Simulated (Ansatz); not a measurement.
`F[Si](F)(Cl)[NH][GeH2][Cl]` + `[SiH3][GaH2]` → `F[SiH](Cl)[NH][GeH2][Cl]` + `[F][GaH][SiH3]`  (redistribution)

Program: Ansatz. Geometries: PBE0-D4/def2-TZVP. ΔE: electronic, gas phase. CCSD(T)/CBS is the MP2 limit (def2-TZVPP, def2-QZVPP) plus CCSD(T) − MP2 in def2-TZVPP, frozen cores. For Ga, Ge outer-core shells are correlated without core-valence functions, which leaves a few kJ/mol of doubt a bond. Scalar relativity is left out up to krypton. One conformer a species, not always the lowest.

```tsv
species	CCSD(T)/CBS(def2) energy (Eh)
`F[Si](F)(Cl)[NH][GeH2][Cl]`	-3541.13168
`[SiH3][GaH2]`	-2215.99298
`F[SiH](Cl)[NH][GeH2][Cl]`	-3441.86235
`[F][GaH][SiH3]`	-2315.24439
```

Problem. Work out ΔE.

Solution. ΔE = (-3441.86235) + (-2315.24439) − (-3541.13168) − (-2215.99298) = 0.01792 Eh = +11.2 kcal/mol.

Largest T1 diagnostic among the species: 0.014.

From PBE to PBE0 (25 % exact exchange), in def2-TZVPP and without D4, ΔE moves by +2.1 kcal/mol. The D4 term adds +1.0 kcal/mol with B3LYP and +0.5 kcal/mol with PBE0; it sums over pairs of atoms, weighted by their polarisabilities, and B3LYP, whose exchange is more repulsive, gets the larger term.

B3LYP here is the variant with VWN-RPA as its local correlation; programs differ in this.
